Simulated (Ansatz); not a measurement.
`CBC=O`. Total charge 0; spin multiplicity 1. Geometry: relaxed with PBE0-D4/def2-TZVP. It is one conformer, not always the lowest.

```xyz
9

C     0.444    0.807    0.807
B     0.159   -0.559    0.133
C    -0.710   -0.672   -1.173
O    -1.912   -0.754   -1.020
H     1.446    1.100    0.453
H    -0.239    1.608    0.519
H     0.521    0.751    1.894
H     0.577   -1.584    0.594
H    -0.286   -0.697   -2.206
```

(1) What is the dipole moment at B3LYP/def2-TZVPP? (Estimate.)

(2) And with PBE, r2SCAN, ωB97M-V? (Estimate.)

(3) Give the Mulliken charges with B3LYP, PBE, r2SCAN in def2-TZVPP. (Best estimate.)

## Answers

(1) The calculation gave: 2.82 D, with components (2.69, 0.82, 0.24) D in this frame, pointing from negative to positive charge.

(2) Computed: PBE 2.65 D, r2SCAN 2.77 D, ωB97M-V 2.83 D.

(3) Ansatz gave: 
| atom | B3LYP | PBE | r2SCAN |
| --- | --- | --- | --- |
| C1 | -0.29 | -0.31 | -0.22 |
| B2 | 0.03 | 0.04 | 0.10 |
| C3 | 0.13 | 0.11 | 0.17 |
| O4 | -0.28 | -0.23 | -0.30 |
| H5 | 0.09 | 0.11 | 0.07 |
| H6 | 0.11 | 0.11 | 0.07 |
| H7 | 0.11 | 0.12 | 0.08 |
| H8 | 0.04 | 0.02 | 0.01 |
| H9 | 0.06 | 0.05 | 0.02 |

B3LYP here is the variant with VWN-RPA as its local correlation; programs differ in this.
